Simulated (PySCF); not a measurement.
Run record: excited-state job, `Cc1ccc([SeH])cc1`.

Computed with TDDFT PBE0/def2-SVPD, vertical, gas phase, core orbitals frozen in the response (PySCF 2.14.0, density-fitted response routines). Geometry: GFN2-xTB. The command runs a driver script over a list of jobs; the input below is this job's line of settings and its coordinates in Å.

Command:
```bash
OMP_NUM_THREADS=1 python probes_run.py task.json out
```

Input:
```
{"job": {"kind": "uv", "xc": "PBE0", "basis": "def2-SVPD", "nstates": 8, "ntriplets": 3}, "charge": 0, "multiplicity": 1}
C     -2.480123     0.478806     0.070573
C     -1.006655     0.225202    -0.018907
C     -0.175884     1.093651    -0.716657
C      1.187629     0.880004    -0.773872
C      1.742781    -0.214761    -0.126944
Se     3.641853    -0.469278    -0.223162
C      0.927613    -1.094351     0.569536
C     -0.434744    -0.869389     0.619038
H     -2.702224     1.050669     0.972237
H     -3.033036    -0.456144     0.121978
H     -2.829682     1.051035    -0.785247
H     -0.601034     1.949139    -1.221908
H      1.825354     1.562617    -1.319642
H      3.639504    -1.669217     0.584644
H      1.355599    -1.951194     1.072252
H     -1.064552    -1.557845     1.164671
```

Problem. What does the run print?

Solution. 
```
coarse grid: 63368 points
cycle   1  E = -2671.9910282166  dE =  3.502e-01  |g| = 3.679e-01  |ddm| = 1.232e+01
cycle   2  E = -2671.9883061037  dE =  2.722e-03  |g| = 3.824e-01  |ddm| = 2.577e+00
cycle   3  E = -2672.0278341442  dE = -3.953e-02  |g| = 5.842e-02  |ddm| = 1.292e+00
cycle   4  E = -2672.0285566469  dE = -7.225e-04  |g| = 3.555e-02  |ddm| = 3.397e-01
cycle   5  E = -2672.0288763663  dE = -3.197e-04  |g| = 1.063e-02  |ddm| = 1.261e-01
cycle   6  E = -2672.0289070781  dE = -3.071e-05  |g| = 3.814e-03  |ddm| = 3.374e-02
cycle   7  E = -2672.0289101543  dE = -3.076e-06  |g| = 3.971e-04  |ddm| = 1.105e-02
final grid: 134512 points
cycle   8  E = -2672.0289684628  dE = -2.619e-08  |g| = 5.948e-04  |ddm| = 2.189e-02
cycle   9  E = -2672.0289683131  dE =  1.497e-07  |g| = 9.489e-04  |ddm| = 4.914e-03
cycle  10  E = -2672.0289685554  dE = -2.423e-07  |g| = 9.245e-05  |ddm| = 2.961e-03
cycle  11  E = -2672.0289685578  dE = -2.355e-09  |g| = 1.184e-05  |ddm| = 3.010e-04
cycle  12  E = -2672.0289685578  dE = -4.638e-11  |g| = 5.129e-06  |ddm| = 6.911e-05
converged SCF energy = -2672.0289685578

Static polarisability (au): isotropic 111.291, principal 70.914 104.087 158.870

Singlet excitations
state   eV       nm        f      main configurations
  1   4.4971    275.7   0.00051   H->L+2 0.95
  2   4.6499    266.6   0.00918   H->L 0.92
  3   5.0923    243.5   0.28772   H->L+1 0.94
  4   5.3728    230.8   0.02416   H->L+3 0.97
  5   6.0739    204.1   0.00546   H->L+4 0.86
  6   6.1044    203.1   0.02131   H-1->L+1 0.51, H-2->L 0.44
  7   6.2578    198.1   0.00128   H-1->L+2 0.58, H->L+5 0.40
  8   6.3087    196.5   0.00177   H->L+5 0.57, H-1->L+2 0.41

Triplet excitations (Tamm-Dancoff, eV): 3.7776 4.0366 4.1170
```

The SCF starts on a coarse grid where the log names one; the energy can jump when the final grid takes over, and dE then counts from the start density on the new grid. H and L stand for HOMO and LUMO; the number after each pair is its weight.

Problem. How does the lowest singlet excitation compare with the HOMO–LUMO gap?

Solution. HOMO -6.11 eV and LUMO -0.44 eV give a gap of 5.67 eV; S1 at 4.50 eV lies 1.17 eV below it.

Problem. Give S1 in cm⁻¹ and kJ/mol.

Solution. 4.4971 eV × 8065.54 = 36272 cm⁻¹; × 96.485 = 433.9 kJ/mol.

In short: HOMO -6.11 eV, LUMO -0.44 eV; lowest singlet 4.50 eV; lowest triplet 3.78 eV (Tamm–Dancoff); mean polarisability 111.3 au.

 The PBE0/def2-SVPD calculation is non-relativistic and has no spin–orbit coupling, an omission that weighs most on selenium.

Problem. Estimate the wall time. Hardware: Intel Xeon 6975P-C, one thread, shared host with 192 logical CPUs at a one-minute load of 42. And the peak memory of the process?

Solution. About 43 s (density and orbital grids were written too), with 1.0 GiB resident at the peak, the Python interpreter and its libraries included.

One conformer stands for the species.
Labels such as C1 count atoms from 1, the log's own numbers from 0.
